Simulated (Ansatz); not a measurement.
A geometry relaxed with Ansatz (an electronic-structure program) with CAM-B3LYP-D3(BJ)/def2-TZVP, charge 0, multiplicity 1:

```xyz
6

Sn     0.8390    -0.0382    -0.1209
H      1.7471    -1.4444     0.1058
H     -1.6299     0.9654     0.0015
C     -1.0805     0.0492     0.1558
H     -1.6434    -0.8163     0.4705
H      1.7677     1.2843    -0.6127
```

### Question
Write the SMILES of this molecule.

### Answer
`[CH2]=[SnH2]`
